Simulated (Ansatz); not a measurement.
Molecule: C3H9AlO, charge 0, multiplicity 1. 
Coordinates optimised at B3LYP-D3(BJ)/def2-TZVP (Ansatz, a quantum-chemistry and plane-wave program):
SMILES: C[O][Al]([CH3])[CH3]
```xyz
14

C      2.3275     0.3979    -0.3803
O      1.1742    -0.3989    -0.3010
Al    -0.4584    -0.1153     0.0716
C     -1.0527     1.6994     0.4994
C     -1.6374    -1.6671     0.0277
H      2.7477     0.3526    -1.3898
H      3.0871     0.0311     0.3168
H      2.1293     1.4504    -0.1432
H     -1.7807     1.7006     1.3153
H     -0.2311     2.3613     0.7818
H     -1.5515     2.1548    -0.3626
H     -2.5185    -1.4825    -0.5938
H     -2.0102    -1.9050     1.0290
H     -1.1309    -2.5540    -0.3570
```

Total electronic energies in hartree. Cores are frozen in the correlated levels unless marked. Spin-orbit coupling is left out. No relativistic terms. Basis-set limits of correlation are two-point, X^-3; Hartree-Fock from the larger set. The bracket is a focal-point correction in the basis named.

```tsv
level	program	energy (Eh)
HF/STO-3G	Ansatz	-430.39510
HF/aug-cc-pV(D+d)Z	Ansatz	-435.70695
HF/cc-pV(T+d)Z	Ansatz	-435.76814
RI-HF/cc-pV(T+d)Z	Ansatz	-435.76807
RI-HF/aug-cc-pV(Q+d)Z	Ansatz	-435.78531
RI-HF/cc-pV(Q+d)Z	Ansatz	-435.78474
wB97M-V/def2-TZVPD	Ansatz	___
MP2/aug-cc-pV(D+d)Z	Ansatz	-436.43013
SCS-MP2/6-31G	Ansatz	-436.00539
CCSD(T)/cc-pV(D+d)Z	Ansatz	-436.45951
CCSD(T)/cc-pV(T+d)Z	Ansatz	-436.70354
CCSD(T)/cc-pwCVTZ	Ansatz	-436.71655
CCSD(T)/cc-pV(Q+d)Z	Ansatz	-436.77212
RI-MP2/CBS(aug-cc-pV(T+d)Z,aug-cc-pV(Q+d)Z)+[CCSD(T)-MP2]/aug-cc-pV(D+d)Z	Ansatz	-436.8229
CCSD(T)/CBS(cc-pV(T+d)Z,cc-pV(Q+d)Z)	Ansatz	-436.8100
```

Question: Complete the blanks.

Answer: 
- wB97M-V/def2-TZVPD, energy (Eh): -437.41548
